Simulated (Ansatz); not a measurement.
Potential energy curve for H3Ga, SMILES [GaH3]. The Ga1–H4 bond (Ga1 also carries H, H; H4 carries nothing else) is stretched with both fragments frozen at the PBE0/def2-TZVP optimised geometry.

Method: Ansatz (a program for electronic structure) with restricted B3LYP/cc-pVTZ.

The batch members p0 to p7 hold the bond at 1.26, 1.35, 1.42, 1.48, 1.52, 1.57, 1.60, 1.68 Å.

Ansatz input:

Ansatz 0.2 input:
```yaml
# input.yaml
basis:
  gaussian: { orbitals: cc-pvtz }
hamiltonian:
  xc: b3lyp
batch:
  members: [p0.yaml, p1.yaml, p2.yaml, p3.yaml, p4.yaml, p5.yaml, p6.yaml, p7.yaml]

# p4.yaml, one of the 8 members of this batch
crystal:
  periodic: [false, false, false]
  atoms:
    - { symbol: Ga, position_ang: [0.0, 0.0, 0.0] }
    - { symbol: H, position_ang: [-0.00046911, -1.35836601, -0.78432607] }
    - { symbol: H, position_ang: [0.0, 1.35839733, -0.78424782] }
    - { symbol: H, position_ang: [0.0, 0.0, 1.52] }
total_charge: 0
magnetization:
  spin_polarized: false
```

Lines of the output on each member:

```
Member 1: Total energy: -52428.10036833 eV, -1926.6971514934 hartree
Member 0: Total energy: -52427.49941261 eV, -1926.6750667780 hartree
Member 2: Total energy: -52428.37081951 eV, -1926.7070903909 hartree
Member 3: Total energy: -52428.49999762 eV, -1926.7118375988 hartree
Member 4: Total energy: -52428.54427233 eV, -1926.7134646643 hartree
Member 5: Total energy: -52428.56130966 eV, -1926.7140907749 hartree
Member 6: Total energy: -52428.55426709 eV, -1926.7138319650 hartree
Member 7: Total energy: -52428.48503475 eV, -1926.7112877234 hartree
```

The restricted form behind RKS-B3LYP keeps the bonding electrons paired and can't separate into open-shell fragments.
